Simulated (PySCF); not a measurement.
# Cd²⁺ (cadmium, charge +2): UHF calculation

Configuration: [Kr] 4d10, closed-shell 1S. Computed with PySCF 2.14 in cc-pVTZ-PP with ECP28MDF (5s5p4d2f1g, 63 functions), with a scalar-relativistic core potential.

```json
{
 "Total energy": "-165.997371 hartree",
 "One-electron energy": "-283.9955 hartree",
 "Hartree (Coulomb) energy": "132.2773 hartree",
 "Exchange energy": "-14.2792 hartree",
 "⟨S²⟩": "0.0000",
 "⟨L²⟩": "0.000",
 "Sum of ⟨r⟩": "20.18 bohr",
 "Sum of ⟨r²⟩": "26.51 bohr²",
 "Time after the integrals": "0.22 s of wall time on 1 thread of Intel(R) Xeon(R) Platinum 8375C CPU @ 2.90GHz (shared host)"
}
```

| shell | electrons | mean orbital energy (eV) | rms radius, mean of both spins (bohr) |
| --- | --- | --- | --- |
| 4s | 2 | -149.62 | 0.948 |
| 4p | 6 | -104.42 | 1.04 |
| 4d | 10 | -38.035 | 1.35 |

Energies and moments cover only the electrons outside the core potential.
